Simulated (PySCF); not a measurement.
This script is equivalent to a calculation on I+ (iodine, charge +1).

```python
from pyscf import gto, scf, dft, mp, cc
import basis_set_exchange as bse
mol = gto.M(atom="I 0 0 0", charge=1, spin=2, symmetry="D2h",
            basis=gto.basis.parse(bse.get_basis("x2c-SVPall", elements=["I"], fmt="nwchem", header=False)),
            nucmod="G")
mf = dft.UKS(mol, xc="R2SCAN").sfx2c1e()
mf.irrep_nelec = {'Ag': (9, 9), 'B1g': (2, 2), 'B2g': (2, 2), 'B3g': (2, 2), 'B1u': (4, 3), 'B2u': (4, 4), 'B3u': (4, 3)}
mf.kernel()
```

(1) What total energy does it give?

(2) Which occupied shell lies highest, and where?

(3) What is ⟨S²⟩, and what would a pure spin state give?

Answers

(1) -7114.41 hartree (calculated).

(2) 5p β, at -14.865 eV.

(3) 2.003, against 2.00.
